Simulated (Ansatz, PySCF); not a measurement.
Species: CHBr₂, net charge 0, doublet state. SMILES: Br[CH]Br
Geometry: optimised at B3LYP-D3(BJ)/def2-TZVP (Ansatz, a quantum-chemistry and plane-wave program).

Wanted: size of the dipole moment, in D. Terms: 6-31G* and kin with 6d, 5d where marked; open shells spin-unrestricted; no spin-orbit coupling; no dispersion term unless named; LANL2DZ with its own core potentials from Na on; non-relativistic. First-principles rows: single points at B3LYP-D3(BJ) geometries (Ansatz).

| level | program | size of the dipole moment (D) |
|---|---|---|
| SVWN5/6-31G* | Ansatz | 0.82 |
| SVWN5/6-31G* with LANL2DZ past Ar | Ansatz | 0.84 |
| PBE/3-21G | Ansatz | 0.77 |
| PBE/LANL2DZ | Ansatz | 0.88 |
| PBE/6-31G* with LANL2DZ past Ar | Ansatz | 0.86 |
| BLYP/6-31G* | Ansatz | 0.79 |
| BP86/6-31G* with LANL2DZ past Ar (5d) | PySCF | 0.86 |
| B3LYP/STO-3G | Ansatz | 0.68 |
| B3LYP/3-21G | Ansatz | 0.80 |
| B3LYP/LANL2DZ | Ansatz | 0.93 |
| B3LYP/6-31G* | Ansatz | 0.86 |
| B3LYP/def2-SVP | Ansatz | 0.70 |
| B3LYP/6-31G* with LANL2DZ past Ar | Ansatz | 0.91 |

No value to compare with is used here. The 13 habitual levels span 0.68 (B3LYP/STO-3G) to 0.93 D (B3LYP/LANL2DZ).

The levels are drawn from those run, B3LYP/6-31G* more often than the rest, none by its result; left out are runs that failed, that the program found above a lower state of the same kind, or whose <S^2> lies over 0.5 above the pure value.
